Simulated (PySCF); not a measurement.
CH8BClN2.
SMILES with atom numbers: `[CH3:1][NH2+:2][B@H-:3]([NH2:4])[Cl:5]` (hydrogens: H6, H7, H8 on C1; H9, H10 on N2; H11 on B3; H12, H13 on N4)

Method: PBE0-D3(BJ)/def2-SVP geometry optimisation, gas phase (PySCF); density fitting, grid level 1; the optimiser is geomeTRIC in internal coordinates, started from a GFN2-xTB structure.

Step 0: E = -17331.9168 eV
```
atom  x, y, z in Å  |  force x, y, z in eV/Å
C1      1.4097   -0.3968    0.2077   -0.031   0.098  -0.108
N2      0.4309    0.5235   -0.3656   -0.110  -0.234   0.496
B3     -1.1033    0.3628    0.2445    0.046   0.002  -1.161
N4     -1.5563   -0.9704   -0.1460    0.310  -0.272   0.115
Cl5    -1.9123    1.7998   -0.6964   -0.153   0.199  -0.039
H6      2.3726   -0.3332   -0.2999    0.289   0.044  -0.152
H7      1.5413   -0.1678    1.2625    0.020   0.093   0.347
H8      1.0106   -1.4053    0.1241   -0.199  -0.294  -0.029
H9      0.7010    1.4968   -0.2414    0.028   0.159  -0.121
H10     0.3270    0.3611   -1.3653    0.015   0.134  -0.194
H11    -1.0735    0.5877    1.4036    0.133   0.106   0.870
H12    -2.2166   -1.4210    0.4650   -0.185  -0.080   0.230
H13    -1.8663   -1.0875   -1.0995   -0.164   0.047  -0.252
```

Step 1: E = -17331.9696 eV
```
atom  x, y, z in Å  |  force x, y, z in eV/Å
C1      1.3973   -0.4010    0.2178    0.056  -0.050   0.058
N2      0.4413    0.5405   -0.3643   -0.034   0.077  -0.166
B3     -1.0931    0.3593    0.1882    0.003  -0.072   0.204
N4     -1.5238   -1.0093   -0.1717   -0.039   0.120  -0.056
Cl5    -1.9541    1.7886   -0.7086    0.009  -0.040  -0.017
H6      2.3700   -0.3649   -0.2929   -0.002   0.008   0.001
H7      1.5299   -0.1646    1.2816   -0.017   0.008  -0.014
H8      0.9506   -1.4010    0.1380    0.006   0.007  -0.016
H9      0.7114    1.5162   -0.2231   -0.006  -0.024   0.039
H10     0.3827    0.4228   -1.3800    0.026  -0.018   0.026
H11    -1.0293    0.5723    1.3935   -0.029  -0.026  -0.090
H12    -2.1576   -1.4248    0.5029    0.030   0.017  -0.002
H13    -1.9605   -1.0846   -1.0880   -0.002  -0.006   0.033
```

**Question.** Estimate the geometry and energy of step 2. (The exact step hangs on the optimiser's Hessian estimate; all steps are aligned on step 1, rigid shifts and turns removed.)

**Answer.** E = -17331.9716 eV, largest force 0.080 eV/Å
```
atom  x, y, z in Å  |  force x, y, z in eV/Å
C1      1.4024   -0.4001    0.2180    0.007  -0.012   0.024
N2      0.4428    0.5378   -0.3681   -0.003   0.025  -0.061
B3     -1.0922    0.3552    0.1900    0.001  -0.033   0.072
N4     -1.5316   -1.0063   -0.1732   -0.014   0.035  -0.036
Cl5    -1.9524    1.7818   -0.7090   -0.006   0.015  -0.021
H6      2.3775   -0.3566   -0.2873    0.000   0.005   0.002
H7      1.5258   -0.1618    1.2821   -0.007  -0.005   0.000
H8      0.9624   -1.4024    0.1339    0.006  -0.002  -0.009
H9      0.7099    1.5131   -0.2218   -0.003  -0.003   0.015
H10     0.3889    0.4199   -1.3835    0.003  -0.010   0.012
H11    -1.0308    0.5655    1.3921    0.003  -0.005  -0.018
H12    -2.1616   -1.4193    0.5056    0.017  -0.009   0.010
H13    -1.9761   -1.0773   -1.0854   -0.005   0.000   0.011
```

The energy changes by -0.0020 eV. The first-order estimate −F·Δx gives -0.0033 eV and the mean of the old and new forces, exact on a quadratic surface, -0.0021 eV. The step makes an angle of 73° with the force vector and moves no atom by more than 0.017 Å.

What follows is the cost of the whole optimisation. Time: 45 s wall; peak memory 0.51 GiB. Hardware: an Arm Neoverse N1 with one thread, shared host.
